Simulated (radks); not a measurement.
Er5+, 63 electrons, occupied as [Kr] 4d10 4f10 5s2 5p5 (the NIST ground configuration). Method: Dirac Kohn-Sham, BLYP, spin-unpolarised, spherical densities, finite nucleus; open shells are shared between the two j in proportion to 2j + 1; Fermi nuclear charge, rms radius 5.2516 fm; computed with a radial shooting solver on a logarithmic mesh with Libxc functionals.

Unscreened Slater integrals over Kohn-Sham orbitals (cm^-1). Large and small components are both included.

F0(4f7/2,4f7/2): 280610
F2(4f7/2,4f7/2): 134180
F4(4f7/2,4f7/2): 84323
F6(4f7/2,4f7/2): 60701
F0(4f7/2,4f5/2): 282320
F2(4f7/2,4f5/2): 135020
F4(4f7/2,4f5/2): 84860
G2(4f7/2,4f5/2): 134640
G4(4f7/2,4f5/2): 84632
G6(4f7/2,4f5/2): 60929
F0(4f7/2,5p3/2): 172740
F2(4f7/2,5p3/2): 58203
G2(4f7/2,5p3/2): 27587
G4(4f7/2,5p3/2): 21998
F0(4f7/2,5p1/2): 181380
G4(4f7/2,5p1/2): 25564
F0(4f5/2,4f5/2): 284060
F2(4f5/2,4f5/2): 135890
F4(4f5/2,4f5/2): 85419
F0(4f5/2,5p3/2): 173120
F2(4f5/2,5p3/2): 57731
G2(4f5/2,5p3/2): 26932
G4(4f5/2,5p3/2): 21554
F0(4f5/2,5p1/2): 181810
G2(4f5/2,5p1/2): 31906
F0(5p3/2,5p3/2): 143190
F2(5p3/2,5p3/2): 77804
F0(5p3/2,5p1/2): 147280
G2(5p3/2,5p1/2): 78973
F0(5p1/2,5p1/2): 151910
